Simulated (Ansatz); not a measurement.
Input file for Ansatz (an electronic-structure program): U-wB97X-V/def2-TZVPP on CsW, 2S+1 = 8, a spin state set in the input, which need not be the lowest, a point of a bond scan (R = 4.238 Å). Elements past Kr take the def2 small-core potentials; no spin–orbit coupling.

Ansatz 0.2 input:
```yaml
crystal:
  periodic: [false, false, false]
  atoms:
    - {symbol: W, position_ang: [0.00000000, 0.00000000, 0.00000000]}
    - {symbol: Cs, position_ang: [0.00000000, 0.00000000, 4.23776300]}
basis:
  gaussian:
    orbitals: def2-TZVPP
    pivot_positions_ang: [[0.00000000, 0.00000000, 0.00000000], [0.00000000, 0.00000000, 4.23776300]]
hamiltonian:
  xc: {name: wB97X-V}
magnetization: {spin_polarized: true, initial_magnetization: 7}
output: {forces: true, orbitals: {seedname: ./end}}
```

The log:

```
WARN ansatz: RAYON_NUM_THREADS=1 ignored (pool sized by the plan → 1); use --threads N
Functional definition: wB97X-V
integrals: 0.08 GiB planned
592 factors; their error is unknown
integrals: 0.11 GiB planned
190 factors; integrals over basis functions are off by at most 4.9e-5 eV
mean field: 0.66 GiB planned
mean field evaluation 1: about -2366.5001 eV, gradient 1.3e1 eV
mean field evaluation 2: about -2367.0250 eV, gradient 7.7e0 eV
mean field evaluation 4: about -2367.2753 eV, gradient 1.6e-1 eV
mean field evaluation 8: about -2367.2931 eV, gradient 5.6e-2 eV
mean field evaluation 16: about -2367.2936 eV, gradient 5.7e-4 eV
mean field evaluation 32: about -2367.1958 eV, gradient 1.5e0 eV
mean field -2367.29362151 eV, -86.9964359813 hartree, gradient 2.5e-5 eV, S^2 15.752015; 3 other end points of the search recorded, 0 dependent functions left out
the calculation of the forces begins
reference -2367.29362489 eV, -86.9964361056 hartree; 15, 8 occupied and 77, 84 virtual orbitals, 592 factors
Total energy: -2367.29362489 eV, -86.9964361056 hartree
Atom 0 at     0.000000     0.000000     0.000000 Å, force    -0.000000     0.000000    -0.045143 eV/Å
Atom 1 at     0.000000     0.000000     4.237763 Å, force     0.000000    -0.000000     0.045143 eV/Å
Dipole moment:     0.000000     0.000000     0.183130 e Å
```

The calculation finished and met its thresholds.

Cost: about 15 core-seconds (a rough figure).
